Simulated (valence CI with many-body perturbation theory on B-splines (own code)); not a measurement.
The numbers below are computed, except where a source is named.
**Ce⁵³⁺ in three bases**

Method: configuration interaction combined with many-body perturbation theory (CI+MBPT): three valence electrons over a frozen Dirac-Fock core [He], radial functions for each j: 9 s, 9 p, 8 d, 6 f, 3 g, 1 h, with the one-electron correlation potential Σ1, the two-electron term Σ2, the three-electron term Σ3, Breit, model QED; selected CI, second order for the rest, scaled by the run's own slope (own B-spline code, finite nucleus).

The last digits are not significant, and no measured levels were compared; by estimate large intervals hold to a few tenths of a per cent, small ones and those within an open d or f shell to about a per cent.

The reference run has the lowest level (2s^2 2p1/2) J=1/2 and an ionisation energy of 10834.6 eV. Its largest variational space holds 9308 state functions.

Levels are named by their leading jj configuration (3d3/2^4 stands for four electrons in 3d with j = 3/2), which in mixed levels can hold well under half, so a name can repeat and another be missing. Letters in brackets count levels of one name in rising energy.

Changed runs:
A. basis 6 s, 6 p, 5 d, 3 f, 1 g
B. basis 5 s, 5 p, 4 d, 2 f

Excitation energies of the reference run in cm⁻¹, and shifts in cm⁻¹:

| Level | Reference | A | B |
| --- | --- | --- | --- |
| (2s 2p1/2^2) J=1/2 | 1470720 | -87 | -170 |
| (2s^2 2p3/2) J=3/2 | 3958780 | +12 | -38 |
| (2s 2p1/2 2p3/2) J=3/2 [a] | 4984170 | -170 | -549 |
| (2s 2p1/2 2p3/2) J=5/2 | 5258030 | +34 | -51 |
| (2s 2p1/2 2p3/2) J=1/2 | 5691710 | +29 | +94 |
| (2s 2p1/2 2p3/2) J=3/2 [b] | 5697480 | +103 | +289 |
| (2p1/2^2 2p3/2) J=3/2 | 7257300 | -42 | -6.1 |
| (2s 2p3/2^2) J=5/2 | 9088560 | -43 | -264 |
| (2s 2p3/2^2) J=1/2 | 9736970 | +20 | +174 |
| (2s 2p3/2^2) J=3/2 | 9744910 | +90 | +238 |
| (2p1/2 2p3/2^2) J=3/2 | 10932900 | -101 | -323 |
| (2p1/2 2p3/2^2) J=5/2 | 11099500 | +86 | +173 |
| Ionisation energy (eV) | 10834.6 | -0.0069 | -0.059 |
